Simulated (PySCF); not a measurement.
C₅H₄F₂O₂.
SMILES with atom numbers: `[O:1]=[C:2]([OH:3])[C@@:4]1([F:5])[CH2:6]/[C:7]1=[CH:8]/[F:9]` (hydrogens: H10 on O3; H11, H12 on C6; H13 on C8)

Computed geometry: GFN2-xTB, gas phase.

Problem. List the bond lengths, angles and torsions at this level.

Solution. 
| bond | length (bohr) |
| --- | --- |
| O1=C2 | 2.273 |
| C2–O3 | 2.507 |
| C2–C4 | 2.827 |
| C4–F5 | 2.576 |
| C4–C6 | 2.872 |
| C6–C7 | 2.757 |
| C7=C8 | 2.470 |
| C8–F9 | 2.532 |
| C4–C7 | 2.800 |
| O3–H10 | 1.834 |
| C6–H11 | 2.044 |
| C6–H12 | 2.042 |
| C8–H13 | 2.043 |

A selection of angles:
| angle | degrees |
| --- | --- |
| O1–C2–O3 | 124.3 |
| O1–C2–C4 | 122.9 |
| O3–C2–C4 | 112.8 |
| C2–C4–F5 | 114.4 |
| C2–C4–C6 | 118.6 |
| C2–C4–C7 | 118.5 |
| F5–C4–C6 | 117.7 |
| F5–C4–C7 | 118.1 |
| C6–C4–C7 | 58.1 |
| C4–C6–C7 | 59.6 |
| C6–C7–C8 | 150.7 |
| C4–C7–C6 | 62.2 |
| C4–C7–C8 | 147.0 |
| C7–C8–F9 | 122.4 |
| H10–O3–C2 | 110.8 |

Torsions: O1–C2–C4–F5 -171° (antiperiplanar); C2–C4–C6–C7 108° (anticlinal); C4–C6–C7–C8 180° (antiperiplanar); C6–C7–C8–F9 180° (antiperiplanar); C2–C4–C7–C6 -108° (anticlinal); H10–O3–C2–O1 -1° (synperiplanar).

The C–O distances run from 1.203 Å (O1=C2, drawn double) to 1.326 Å (C2–O3, drawn single), a spread of 0.123 Å. The C–F distances run from 1.340 Å (C8–F9, drawn single) to 1.363 Å (C4–F5, drawn single), a spread of 0.023 Å. The 5 C–C bonds span 1.307 Å (C7=C8, drawn double) to 1.520 Å (C4–C6, drawn single), a spread of 0.213 Å. The 3-membered ring C4–C6–C7 has internal angles of 58.1° to 62.2°. Of the pairs four or more bonds apart, O1···H11 is among the closest relative to their van der Waals radii: 2.64 Å, 97 % of the sum of Bondi's values.

Point group: C1 (no symmetry element, even within 0.4 Å). Whether it is a minimum is left open (no frequencies). The numbers are those of one conformer (O1–C2–O3–H -1°, O1–C2–C4–F5 -171°).
